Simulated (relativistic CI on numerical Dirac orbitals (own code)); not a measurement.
# Ag³⁺ (4d8) in a crystal field

Calculated by Dirac-Coulomb-Breit CI, separate exchange-only KLI orbitals for each configuration, a model potential for QED, valence Slater integrals scaled by 0.85, one configuration in a parametric crystal field (own radial code).

Field parameters in Wybourne normalisation: D3d B²₀ = −7Dσ, B⁴₀ = −14Dq − 21Dτ, B⁴₃ = −14√(10/7) Dq. The field is a parameter set, without covalency.

S is read from ⟨S²⟩ = S(S + 1).

Levels (cm⁻¹, degeneracy): 0 (1), 12 (2), 13500 (2), 20821 (2), 20857 (1), 20899 (2), 21167 (1), 24156 (2), 24393 (1), 24581 (1), 31117 (2), 31275 (2).

(1) Which field gives this pattern?
A. D3d, 10Dq = 21050, Dσ = 1170, Dτ = 30 cm⁻¹
B. D3d, 10Dq = 19150, Dσ = -290, Dτ = -420 cm⁻¹
C. D3d, 10Dq = 16650, Dσ = 990, Dτ = 40 cm⁻¹
D. D3d, 10Dq = 23800, Dσ = -730, Dτ = -410 cm⁻¹

Answers

(1) D. D3d, 10Dq = 23800, Dσ = -730, Dτ = -410 cm⁻¹, ground level with S = 1.00.
